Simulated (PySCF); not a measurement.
## Relaxation of singlet HfCl₃⁺

Level of theory: PBE0/[Hf def2-TZVP with ECP60, Cl def2-TZVP], scalar-relativistic core potentials, density fitting, no spin–orbit coupling, PySCF. A (50,194) grid was used.

A start displaced from a saddle point along its imaginary mode, of C3v symmetry, held to at least that symmetry:

```xyz
4
charge 1 multiplicity 1, angstrom
Hf    0.0000    0.0000   -0.1457
Cl    2.2699    0.0000    0.2500
Cl   -1.1350    1.9658    0.2500
Cl   -1.1350   -1.9658    0.2500
```

Task: What does it relax to?

Result: It ends at C3v with Hf–Cl 2.256 Å (×3); Cl–Hf–Cl 109.3° (×3) (after a last refinement on a finer grid). A frequency run shows a minimum. Other isomers or separated fragments may lie lower.

Task: How much energy is released, and in how many steps?

Result: 11.7 kJ/mol in 7 steps.

No spin–orbit coupling is included, which matters more the heavier the element.

The relaxation took 24 s on 4 threads of a shared Arm Neoverse V2 host, with 151 basis functions and 8 gradients; the process peaked at 1.5 GiB.
